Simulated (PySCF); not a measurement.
Si(H)2(Br)(OEt) (C2H7BrOSi), SMILES C(O[SiH2]Br)C.

Geometry: PBE0-D3(BJ)/def2-SVP. One conformer was computed; it need not be the lowest.

The numbers are results of PBE0-D3(BJ)/def2-SVP (PySCF), not measurements.

Frequencies are harmonic and unscaled.

Computed vibrational spectrum:
```json
[
 {"mode": "1", "ν (cm⁻¹)": "32", "IR (km/mol)": "0.2", "moving atoms (share of kinetic energy)": "C 42 %, H 33 %, O 11 %, Br 9 %"},
 {"mode": "2", "ν (cm⁻¹)": "73", "IR (km/mol)": "1.9", "moving atoms (share of kinetic energy)": "H 35 %, C 34 %, Br 17 %, Si 9 %"},
 {"mode": "3", "ν (cm⁻¹)": "148", "IR (km/mol)": "3.1", "moving atoms (share of kinetic energy)": "O 38 %, H 32 %, C 16 %, Si 10 %"},
 {"mode": "4", "ν (cm⁻¹)": "228", "IR (km/mol)": "2.3", "moving atoms (share of kinetic energy)": "O 39 %, H 29 %, C 15 %, Br 13 %"},
 {"mode": "5", "ν (cm⁻¹)": "278", "IR (km/mol)": "1.9", "moving atoms (share of kinetic energy)": "H 71 %, O 19 %"},
 {"mode": "6", "ν (cm⁻¹)": "390", "IR (km/mol)": "4.5", "moving atoms (share of kinetic energy)": "C 37 %, Si 26 %, H 26 %, O 11 %"},
 {"mode": "7", "ν (cm⁻¹)": "433", "IR (km/mol)": "59.3", "moving atoms (share of kinetic energy)": "Si 66 %, Br 23 %"},
 {"mode": "8", "ν (cm⁻¹)": "608", "IR (km/mol)": "32.9", "moving atoms (share of kinetic energy)": "H 79 %, Si 17 %"},
 {"mode": "9", "ν (cm⁻¹)": "728", "IR (km/mol)": "9.2", "moving atoms (share of kinetic energy)": "H 86 %"},
 {"mode": "10", "ν (cm⁻¹)": "781", "IR (km/mol)": "23.2", "moving atoms (share of kinetic energy)": "H 39 %, O 31 %, C 15 %, Si 14 %"},
 {"mode": "11", "ν (cm⁻¹)": "813", "IR (km/mol)": "2.2", "moving atoms (share of kinetic energy)": "H 91 %"},
 {"mode": "12", "ν (cm⁻¹)": "887", "IR (km/mol)": "340.7", "moving atoms (share of kinetic energy)": "H 84 %, Si 13 %"},
 {"mode": "13", "ν (cm⁻¹)": "941", "IR (km/mol)": "116.5", "moving atoms (share of kinetic energy)": "H 93 %"},
 {"mode": "14", "ν (cm⁻¹)": "995", "IR (km/mol)": "69.7", "moving atoms (share of kinetic energy)": "H 38 %, C 31 %, O 22 %, Si 9 %"},
 {"mode": "15", "ν (cm⁻¹)": "1125", "IR (km/mol)": "10.4", "moving atoms (share of kinetic energy)": "C 54 %, H 43 %"},
 {"mode": "16", "ν (cm⁻¹)": "1172", "IR (km/mol)": "18.5", "moving atoms (share of kinetic energy)": "H 58 %, C 37 %"},
 {"mode": "17", "ν (cm⁻¹)": "1182", "IR (km/mol)": "296.4", "moving atoms (share of kinetic energy)": "O 49 %, C 36 %, H 12 %"},
 {"mode": "18", "ν (cm⁻¹)": "1310", "IR (km/mol)": "2.0", "moving atoms (share of kinetic energy)": "H 92 %"},
 {"mode": "19", "ν (cm⁻¹)": "1377", "IR (km/mol)": "0.6", "moving atoms (share of kinetic energy)": "H 80 %, C 20 %"},
 {"mode": "20", "ν (cm⁻¹)": "1426", "IR (km/mol)": "41.9", "moving atoms (share of kinetic energy)": "H 70 %, C 29 %"},
 {"mode": "21", "ν (cm⁻¹)": "1452", "IR (km/mol)": "7.8", "moving atoms (share of kinetic energy)": "H 97 %"},
 {"mode": "22", "ν (cm⁻¹)": "1475", "IR (km/mol)": "2.5", "moving atoms (share of kinetic energy)": "H 94 %"},
 {"mode": "23", "ν (cm⁻¹)": "1499", "IR (km/mol)": "4.0", "moving atoms (share of kinetic energy)": "H 92 %"},
 {"mode": "24", "ν (cm⁻¹)": "2248", "IR (km/mol)": "100.4", "moving atoms (share of kinetic energy)": "H 97 %"},
 {"mode": "25", "ν (cm⁻¹)": "2301", "IR (km/mol)": "90.7", "moving atoms (share of kinetic energy)": "H 96 %"},
 {"mode": "26", "ν (cm⁻¹)": "3020", "IR (km/mol)": "36.3", "moving atoms (share of kinetic energy)": "H 95 %"},
 {"mode": "27", "ν (cm⁻¹)": "3065", "IR (km/mol)": "12.3", "moving atoms (share of kinetic energy)": "H 97 %"},
 {"mode": "28", "ν (cm⁻¹)": "3074", "IR (km/mol)": "23.0", "moving atoms (share of kinetic energy)": "H 90 %, C 10 %"},
 {"mode": "29", "ν (cm⁻¹)": "3167", "IR (km/mol)": "13.2", "moving atoms (share of kinetic energy)": "H 90 %, C 10 %"},
 {"mode": "30", "ν (cm⁻¹)": "3169", "IR (km/mol)": "13.9", "moving atoms (share of kinetic energy)": "H 90 %, C 10 %"}
]
```
